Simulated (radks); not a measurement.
Results of a calculation; reference values are marked as such.
Initial-state core-level shifts of the rhenium ion Re+ when its valence configuration changes from [Xe] 4f14 5d5 6s1. Level of theory: scalar-relativistic Kohn-Sham, r2SCAN, spin-polarised, spherical densities, finite nucleus; open shells are filled with parallel spins first (spin-orbit coupling, left out, can overturn this in heavy ions); meta-GGA in the generalised Kohn-Sham scheme; Fermi nuclear charge, rms radius 5.3698 fm (a radial shooting solver on a logarithmic mesh with Libxc functionals). Shifts are changes of the shell-averaged eigenvalues in eV (positive: less bound); the change of the density at the nucleus, which sets a Mossbauer isomer shift, is in e/bohr^3, on a base of 1.648e+06.

valence                    1s       4s       4p      5p  density at nucleus
4f14 5d4 6s2           -3.410   -3.464   -3.466  -3.090              +112.3
4f13 5d6 6s1          -10.661  -11.678  -11.264  -3.406               +93.8
4f14 5d5 6p1           -1.580   -1.562   -1.561  -1.563              -120.1
4f14 5d4.5 6s1.5       -1.731   -1.758   -1.759  -1.577               +52.1
4f14 5d5.5 6s0.5       +1.236   +1.288   +1.291  +1.137               -66.0
4f13.5 5d5 6s1 6p0.5   -7.437   -8.000   -7.802  -3.729               +55.8
4f14 5d6               +2.435   +2.538   +2.544  +2.248              -127.8
4f13.5 5d5 6s1.5       -6.827   -7.388   -7.189  -3.110              +100.7
4f12 5d7 6p1          -23.318  -25.228  -24.357  -8.270               +64.7
